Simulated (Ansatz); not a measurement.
The same path of H4NPTe (7 atoms, charge 0, multiplicity 1) was run twice with different band settings. The coordinate that changes most is the dihedral N1–P2–Te3–H7.

All numbers below come from RKS B3LYP/def2-SVP in Ansatz 0.2.0.

Relaxed end points:

```xyz
7
Properties=species:S:1:pos:R:3
N -1.070 0.682 -0.481
P -0.538 -0.008 0.989
Te 1.138 -1.918 0.503
H -1.867 0.212 -0.904
H -0.400 0.964 -1.193
H 0.498 0.938 1.244
H 2.300 -0.938 -0.203
```

```xyz
7
Properties=species:S:1:pos:R:3
N -1.125 0.657 -0.462
P -0.339 -0.077 0.867
Te 2.052 -0.776 0.181
H -1.625 0.007 -1.066
H -0.650 1.366 -1.018
H 0.170 1.126 1.441
H 1.579 -2.371 0.012
```

Common settings: spring 5.0 eV/Å²; optimiser quadratic models (default); start path through a guess of the saddle point; force threshold 0.05 eV/Å; iteration limit 60; end points relaxed.

| run | movable images | climbing image |
| --- | --- | --- |
| 1 | 7 | yes |
| 2 | 6 | no |

(1) What does each run give, and how far can it be trusted?

Answers

(1) Run 1: converged after 21 iterations, highest image 0.129 eV above the first end. A vibrational analysis at the climbing image gives one clearly imaginary mode, 149i cm⁻¹: a first-order saddle point.
Run 2: converged after 16 iterations, highest image 0.127 eV above the first end. No image climbed, so the highest image needn't sit at the top of the path.
